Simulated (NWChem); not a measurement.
System: CrO2Cl2; SMILES [O]=[Cr](=[O])([Cl])[Cl]

Input file for NWChem:

```
start job
memory heap 200 mb stack 900 mb global 1100 mb
geometry units angstroms noautosym nocenter noautoz
  Cr     0.000000     0.000000     0.339516
  O      0.000000    -1.239649     1.227935
  O      0.000000     1.239649     1.227935
  Cl     1.746358     0.000000    -0.848097
  Cl    -1.746358     0.000000    -0.848097
end
basis spherical
  * library 6-31g*
end
dft
  xc xpbe96 cpbe96
  iterations 150
end
property
  efieldgrad
end
task dft property
```

Parts of the log:

```
             Northwest Computational Chemistry Package (NWChem) 7.3.0
             --------------------------------------------------------

                             Geometry "geometry" -> ""
                             -------------------------

 Output coordinates in angstroms (scale by  1.889725989 to convert to a.u.)

  No.       Tag          Charge          X              Y              Z
 ---- ---------------- ---------- -------------- -------------- --------------
    1 Cr                  24.0000     0.00000000     0.00000000     0.33951600
    2 O                    8.0000     0.00000000    -1.23964900     1.22793500
    3 O                    8.0000     0.00000000     1.23964900     1.22793500
    4 Cl                  17.0000     1.74635800     0.00000000    -0.84809700
    5 Cl                  17.0000    -1.74635800     0.00000000    -0.84809700

 Effective nuclear repulsion energy (a.u.)     491.6609008635

  pbe96 is a nonlocal functional; adding pw91lda local functional.
                              NWChem Property Module
                              ----------------------

  itol2e modified to match energy
  convergence criterion.

                                 NWChem DFT Module
                                 -----------------

 Summary of "ao basis" -> "ao basis" (spherical)
 ------------------------------------------------------------------------------
       Tag                 Description            Shells   Functions and Types
 ---------------- ------------------------------  ------  ---------------------
 Cr                          6-31g*                 12       34   5s4p2d1f
 O                           6-31g*                  6       14   3s2p1d
 Cl                          6-31g*                  8       18   4s3p1d

  itol2e modified to match energy
  convergence criterion.

            General Information
            -------------------
          SCF calculation type: DFT
          Wavefunction type:  closed shell.
          No. of atoms     :     5
          No. of electrons :    74
           Alpha electrons :    37
            Beta electrons :    37
          Charge           :     0
          Spin multiplicity:     1
          Use of symmetry is: off; symmetry adaption is: off
          Maximum number of iterations: 150
          AO basis - number of functions:    98
                     number of shells:    40
          Convergence on energy requested:  1.00D-07
          Convergence on density requested:  1.00D-05
          Convergence on gradient requested:  5.00D-04

              XC Information
              --------------
          PerdewBurkeErnzerhof Exchange Functional  1.000
            Perdew 1991 LDA Correlation Functional  1.000 local
           PerdewBurkeErnz. Correlation Functional  1.000 non-local

             Grid Information
             ----------------
          Grid used for XC integration:  fine
          Radial quadrature: Mura-Knowles
          Angular quadrature: Lebedev.
          Tag              B.-S. Rad. Rad. Pts. Rad. Cut. Ang. Pts.
          ---              ---------- --------- --------- ---------
          Cr                  1.40      140           9.0       974
          O                   0.60       70           9.0       590
          Cl                  1.00      123          10.0       770
          Grid pruning is: on
          Number of quadrature shells:   526
          Spatial weights used:  Erf1

      Superposition of Atomic Density Guess
      -------------------------------------

 Sum of atomic energies:       -2111.48192817

      Non-variational initial energy
      ------------------------------

 Total energy =   -2111.550409
 1-e energy   =   -3890.843218
 2-e energy   =    1287.631908
 HOMO         =      -0.447339
 LUMO         =      -0.048621

   convergence    iter        energy       DeltaE   RMS-Dens  Diis-err
 ---------------- ----- ----------------- --------- --------- ---------
 d= 0,ls=0.0,diis     1  -2112.9367438631 -2.60D+03  7.16D-02  1.34D+01
 d= 0,ls=0.5,diis     2  -2089.6833633026  2.33D+01  2.61D-02  1.75D+02
 d= 0,ls=0.5,diis     3  -2097.8058645619 -8.12D+00  6.13D-03  1.47D+02
 d= 0,ls=0.5,diis     4  -2098.8013952389 -9.96D-01  4.16D-03  1.45D+02
 d= 0,ls=0.5,diis     5  -2100.0010263379 -1.20D+00  7.28D-03  1.38D+02
 d= 0,ls=0.5,diis     6  -2102.0157930336 -2.01D+00  4.47D-03  1.30D+02
 d= 0,ls=0.5,diis     7  -2103.1677414863 -1.15D+00  2.41D-03  1.23D+02
 d= 0,ls=0.5,diis     8  -2104.0296326272 -8.62D-01  1.36D-03  1.18D+02
 d= 0,ls=0.5,diis     9  -2104.2513151322 -2.22D-01  1.50D-03  1.16D+02
 d= 0,ls=0.5,diis    10  -2104.7042116886 -4.53D-01  5.57D-03  1.13D+02
 d= 0,ls=0.5,diis    11  -2107.1672497977 -2.46D+00  5.02D-02  8.93D+01
 d= 0,ls=0.5,diis    12  -2110.2950027880 -3.13D+00  2.04D-02  4.12D+01
 d= 0,ls=0.5,diis    13  -2112.7674367438 -2.47D+00  1.45D-02  1.56D+01
 d= 0,ls=0.5,diis    14  -2114.5042856223 -1.74D+00  3.45D-03  6.84D-01
 d= 0,ls=0.5,diis    15  -2114.5580642961 -5.38D-02  1.53D-03  3.36D-01
  Resetting Diis
 d= 0,ls=0.5,diis    16  -2114.5702541654 -1.22D-02  8.90D-04  2.76D-01
 d= 0,ls=0.5,diis    17  -2114.5629491282  7.31D-03  6.85D-03  4.10D-01
 d= 0,ls=0.5,diis    18  -2114.3244792665  2.38D-01  2.38D-03  4.27D+00
 d= 0,ls=0.5,diis    19  -2114.4717538417 -1.47D-01  1.26D-03  1.81D+00
 d= 0,ls=0.5,diis    20  -2114.5403370375 -6.86D-02  8.55D-04  7.76D-01
 d= 0,ls=0.5,diis    21  -2114.5723641668 -3.20D-02  5.49D-04  3.21D-01
 d= 0,ls=0.5,diis    22  -2114.5858306335 -1.35D-02  3.70D-04  1.38D-01
 d= 0,ls=0.5,diis    23  -2114.5916042924 -5.77D-03  2.52D-04  6.17D-02
 d= 0,ls=0.5,diis    24  -2114.5942859119 -2.68D-03  1.73D-04  2.68D-02
 d= 0,ls=0.5,diis    25  -2114.5954834537 -1.20D-03  1.17D-04  1.14D-02
 d= 0,ls=0.5,diis    26  -2114.5959921072 -5.09D-04  8.04D-05  5.06D-03
 d= 0,ls=0.5,diis    27  -2114.5962147670 -2.23D-04  5.61D-05  2.32D-03
 d= 0,ls=0.5,diis    28  -2114.5963147911 -1.00D-04  4.07D-05  1.11D-03
 d= 0,ls=0.5,diis    29  -2114.5963631531 -4.84D-05  3.01D-05  5.33D-04
 d= 0,ls=0.5,diis    30  -2114.5963869540 -2.38D-05  2.23D-05  2.53D-04
 d= 0,ls=0.5,diis    31  -2114.5963984059 -1.15D-05  1.67D-05  1.22D-04
 d= 0,ls=0.5,diis    32  -2114.5964040558 -5.65D-06  1.24D-05  5.99D-05
 d= 0,ls=0.5,diis    33  -2114.5964067533 -2.70D-06  9.60D-06  3.18D-05
 d= 0,ls=0.5,diis    34  -2114.5964082392 -1.49D-06  7.38D-06  1.65D-05
 d= 0,ls=0.5,diis    35  -2114.5964090201 -7.81D-07  5.78D-06  8.85D-06
 d= 0,ls=0.5,diis    36  -2114.5964094602 -4.40D-07  4.51D-06  4.66D-06
 d= 0,ls=0.5,diis    37  -2114.5964097018 -2.42D-07  3.53D-06  2.46D-06
 d= 0,ls=0.5,diis    38  -2114.5964098356 -1.34D-07  2.77D-06  1.32D-06
 d= 0,ls=0.5,diis    39  -2114.5964099111 -7.55D-08  2.19D-06  7.16D-07

         Total DFT energy =    -2114.596409954538
      One electron energy =    -3891.305609827646
           Coulomb energy =     1406.469525503726
    Exchange-Corr. energy =     -121.421226494120
 Nuclear repulsion energy =      491.660900863503

 Numeric. integr. density =       73.999999696583

                       DFT Final Molecular Orbital Analysis
                       ------------------------------------

 Vector   35  Occ=2.000000D+00  E=-3.102327D-01
              MO Center=  1.2D-05, -3.3D-06, -6.5D-01, r^2= 4.4D+00
   Bfn.  Coefficient  Atom+Function         Bfn.  Coefficient  Atom+Function
  ----- ------------  ---------------      ----- ------------  ---------------
    71      0.407887  4 Cl pz                89     -0.407885  5 Cl pz
    69      0.313133  4 Cl px                87      0.313131  5 Cl px
    75      0.209486  4 Cl pz                93     -0.209484  5 Cl pz
    73      0.164178  4 Cl px                91      0.164177  5 Cl px
    67     -0.158675  4 Cl pz                85      0.158674  5 Cl pz

 Vector   36  Occ=2.000000D+00  E=-3.088037D-01
              MO Center= -6.9D-05,  1.4D-05, -5.6D-01, r^2= 4.4D+00
   Bfn.  Coefficient  Atom+Function         Bfn.  Coefficient  Atom+Function
  ----- ------------  ---------------      ----- ------------  ---------------
    70      0.494785  4 Cl py                88     -0.494808  5 Cl py
    74      0.257914  4 Cl py                92     -0.257926  5 Cl py
    66     -0.192820  4 Cl py                84      0.192829  5 Cl py
    37      0.190182  2 O  px                51     -0.190197  3 O  px
    41      0.129172  2 O  px                55     -0.129182  3 O  px

 Vector   37  Occ=2.000000D+00  E=-3.061368D-01
              MO Center=  7.7D-05,  4.4D-05,  3.5D-01, r^2= 4.0D+00
   Bfn.  Coefficient  Atom+Function         Bfn.  Coefficient  Atom+Function
  ----- ------------  ---------------      ----- ------------  ---------------
    70     -0.347998  4 Cl py                88     -0.347962  5 Cl py
    39      0.331547  2 O  pz                53     -0.331559  3 O  pz
    43      0.225634  2 O  pz                57     -0.225641  3 O  pz
    38      0.182055  2 O  py                52      0.182082  3 O  py
    74     -0.179609  4 Cl py                92     -0.179589  5 Cl py

 Vector   38  Occ=0.000000D+00  E=-2.079290D-01
              MO Center=  1.3D-07, -3.5D-05,  2.3D-01, r^2= 2.1D+00
   Bfn.  Coefficient  Atom+Function         Bfn.  Coefficient  Atom+Function
  ----- ------------  ---------------      ----- ------------  ---------------
    20      0.569575  1 Cr d  0              25      0.323875  1 Cr d  0
    71      0.244057  4 Cl pz                89      0.244057  5 Cl pz
    13     -0.221543  1 Cr pz                22     -0.216140  1 Cr d  2
    38     -0.199484  2 O  py                52      0.199463  3 O  py
    42     -0.146229  2 O  py                56      0.146215  3 O  py

 Vector   39  Occ=0.000000D+00  E=-1.856189D-01
              MO Center=  1.1D-08, -2.5D-05,  5.9D-01, r^2= 1.6D+00
   Bfn.  Coefficient  Atom+Function         Bfn.  Coefficient  Atom+Function
  ----- ------------  ---------------      ----- ------------  ---------------
    18      0.631321  1 Cr d -2              23      0.357934  1 Cr d -2
    37      0.310556  2 O  px                51     -0.310538  3 O  px
    41      0.228617  2 O  px                55     -0.228604  3 O  px
    70     -0.119132  4 Cl py                88      0.119132  5 Cl py
    74     -0.068194  4 Cl py                92      0.068194  5 Cl py

[...]

          -----------------------
          Electric field gradient
          -----------------------

 1 a.u. = 0.324123 10**(16) esu/cm**3  ( or statvolts/cm**2 ) = 0.97174 10**(22) v/m**2

 ------------------------------------------------------------
   Atom      X         Y         Z
 ------------------------------------------------------------
    1 Cr   0.00000   0.00000   0.64159
 ------------------------------------------------------------

 Electric field gradient in molecular frame (a.u.)
         XX             YY             ZZ             XY             XZ             YZ
 ------------------------------------------------------------------------------------------
       -0.583830       0.681103      -0.097274      -0.000000       0.000000      -0.000026

 Principal components (a.u.) and orientation
 of principal axis w.r.t. absolute frame                      Asymmetry parameter eta
 --------------------------------------------------------------------------------------
        0.681103      -0.583830      -0.097274                       0.714365

       -0.000000       1.000000       0.000000
        1.000000       0.000000       0.000033
       -0.000033      -0.000000       1.000000

 ------------------------------------------------------------
   Atom      X         Y         Z
 ------------------------------------------------------------
    2 O    0.00000  -2.34260   2.32046
 ------------------------------------------------------------

 Electric field gradient in molecular frame (a.u.)
         XX             YY             ZZ             XY             XZ             YZ
 ------------------------------------------------------------------------------------------
       -0.499997      -0.095039       0.595036      -0.000000      -0.000000       0.194136

 Principal components (a.u.) and orientation
 of principal axis w.r.t. absolute frame                      Asymmetry parameter eta
 --------------------------------------------------------------------------------------
        0.645903      -0.499997      -0.145906                       0.548212

       -0.000000       1.000000      -0.000000
        0.253457       0.000000       0.967347
        0.967347       0.000000      -0.253457

 ------------------------------------------------------------
   Atom      X         Y         Z
 ------------------------------------------------------------
    3 O    0.00000   2.34260   2.32046
 ------------------------------------------------------------

 Electric field gradient in molecular frame (a.u.)
         XX             YY             ZZ             XY             XZ             YZ
 ------------------------------------------------------------------------------------------
       -0.500054      -0.095005       0.595059       0.000000      -0.000000      -0.194355

 Principal components (a.u.) and orientation
 of principal axis w.r.t. absolute frame                      Asymmetry parameter eta
 --------------------------------------------------------------------------------------
        0.646034      -0.500054      -0.145980                       0.548073

       -0.000000       1.000000       0.000000
       -0.253694      -0.000000       0.967285
        0.967285       0.000000       0.253694

 ------------------------------------------------------------
   Atom      X         Y         Z
 ------------------------------------------------------------
    4 Cl   3.30014   0.00000  -1.60267
 ------------------------------------------------------------

 Electric field gradient in molecular frame (a.u.)
         XX             YY             ZZ             XY             XZ             YZ
 ------------------------------------------------------------------------------------------
       -0.687228       1.173368      -0.486140      -0.000063       0.841978      -0.000112

 Principal components (a.u.) and orientation
 of principal axis w.r.t. absolute frame                      Asymmetry parameter eta
 --------------------------------------------------------------------------------------
       -1.434643       1.173368       0.261276                       0.635762

        0.747854      -0.000084       0.663863
       -0.000010       1.000000       0.000138
       -0.663863      -0.000110       0.747854

 ------------------------------------------------------------
   Atom      X         Y         Z
 ------------------------------------------------------------
    5 Cl  -3.30014   0.00000  -1.60267
 ------------------------------------------------------------

 Electric field gradient in molecular frame (a.u.)
         XX             YY             ZZ             XY             XZ             YZ
 ------------------------------------------------------------------------------------------
       -0.687228       1.173367      -0.486139       0.000063      -0.841978      -0.000112

 Principal components (a.u.) and orientation
 of principal axis w.r.t. absolute frame                      Asymmetry parameter eta
 --------------------------------------------------------------------------------------
       -1.434643       1.173367       0.261276                       0.635762

        0.747854       0.000084      -0.663863
        0.000010       1.000000       0.000138
        0.663863      -0.000110       0.747854
```

Level: PBE/6-31G* (spherical d). Structure relaxed at the PBE0/def2-SVP level. NWChem prints the field gradient with the sign opposite to the second derivative of the potential.
